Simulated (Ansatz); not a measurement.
Isolated molecules relaxed with PBE0-D4/def2-TZVP in Ansatz; ΔE leaves out vibrations. CCSD(T)/CBS adds triple-zeta CCSD(T) − MP2 to the extrapolated MP2 energy (def2 sets, frozen cores). This one scheme is used for every species. Functionals use def2-TZVPP. For Br outer-core shells are correlated without core-valence functions, which leaves a few kJ/mol of doubt a bond. Scalar relativity is left out up to krypton. One conformer a species, not always the lowest.

Consider the ligand exchange at the Al–C bond: `C[CH2][Al]([F])[Br]` + HBr → `[F][Al]([Br])[Br]` + ethane.

CCSD(T)/CBS gives -159.0 kJ/mol.

(1) Another level gave -154.4 kJ/mol. Which?
A. CAM-B3LYP-D4/def2-TZVPP
B. B2PLYP/def2-TZVPP
C. BHLYP/def2-TZVPP
D. PBE-D4/def2-TZVPP

(2) What do rigid-rotor, harmonic-oscillator terms from PBE0-D4/def2-TZVP frequencies (298.15 K, 1 bar) make of the CCSD(T)/CBS value? (An estimate is asked.)

Largest T1 diagnostic among the species: 0.009.

Answers

(1) A. CAM-B3LYP-D4 -154.4, PBE-D4 -148.2, BHLYP -164.9, B2PLYP -159.2 kJ/mol.

(2) Computed: ΔZPE = +13.4 kJ/mol, ΔH = -148.3 kJ/mol, ΔS = -13 J/(mol·K), ΔG = -144.6 kJ/mol. Modes under 50 cm⁻¹ make the entropy rough.

From r2SCAN to r2SCAN0 (25 % exact exchange), in def2-TZVPP and without D4, ΔE moves by −3.0 kJ/mol. Leaving LDA and LC-ωPBE aside and taking each functional with its dispersion term where it has one, the values, not all of them listed here, spread over 15.6 kJ/mol, from BHLYP-D4 to PBE-D4. LDA lies +8.1 kJ/mol from PBE without D4.
